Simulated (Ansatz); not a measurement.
Reaction (substitution at a C–C bond): `CC[S][GaH2]` + `NC[SeH]` → `CNC[SeH]` + `C[S][GaH2]`

Program: Ansatz. Geometries: PBE0-D4/def2-TZVP. ΔE: electronic, gas phase. CBS: MP2 limit from def2 TZ/QZ plus the TZ coupled-cluster correction, frozen cores. DFT in def2-TZVPP. For Ga, Se outer-core shells are correlated without core-valence functions, which leaves a few kJ/mol of doubt a bond. Scalar relativity is left out up to krypton. One conformer a species, not always the lowest.

`CC[S][GaH2]`:

```xyz
11

C     1.225    0.871    0.327
C     0.732   -0.100   -0.723
S    -0.991    0.218   -1.240
Ga   -2.142   -0.833    0.292
H     0.662    0.759    1.257
H     2.281    0.692    0.548
H     1.113    1.903   -0.010
H     1.323   -0.016   -1.638
H     0.816   -1.131   -0.377
H    -3.695   -0.738    0.198
H    -1.324   -1.626    1.367
```

`NC[SeH]`:

Cartesian coordinates in Å:
```
N -1.079 -0.080 -0.465
C 0.074 -0.349 0.354
Se 0.868 1.293 1.073
H -1.528 -0.945 -0.745
H -0.825 0.429 -1.302
H 0.895 -0.893 -0.124
H -0.235 -0.915 1.234
H 1.830 1.461 -0.024
```

`CNC[SeH]`:

```xyz
11

C     1.375    0.828    0.119
N     0.336    0.156   -0.632
C    -0.796   -0.204    0.172
Se   -2.183   -0.937   -1.009
H     2.220    1.039   -0.538
H     1.744    0.255    0.985
H     0.997    1.784    0.490
H     0.697   -0.662   -1.106
H    -1.190    0.693    0.651
H    -0.600   -0.954    0.951
H    -2.599   -1.997   -0.082
```

`C[S][GaH2]`:

```xyz
8

C     0.445    0.191    1.299
S    -0.462   -1.106    0.404
Ga   -0.595   -0.314   -1.627
H    -0.177    0.556    2.116
H     0.701    1.023    0.645
H     1.359   -0.237    1.710
H     0.061    1.086   -1.872
H    -1.332   -1.201   -2.676
```

| level | ΔE (kJ/mol) |
| --- | --- |
| PBE0-D4 | 29.8 |
| ωB97M-V | 29.9 |
| SCS-MP2/def2-QZVPP | 31.3 |
| HF/CBS(def2) | 24.9 |

Problem. What does CCSD(T)/CBS give? (An estimate is asked.)

Solution. The calculation gave: +32.4 kJ/mol. The listed levels differ from it by -2.6, -2.5, -1.1, -7.5 kJ/mol.

Largest T1 diagnostic among the species: 0.013.

In def2-TZVPP, CCSD(T) changes the Hartree–Fock value by +5.6 kJ/mol (the triples alone add +0.6 kJ/mol) and MP2 by +7.9 kJ/mol.

CCSD(T)/CBS has its own doubt, a few kJ/mol and more with outer-core shells, so smaller differences from it don't rank the levels.
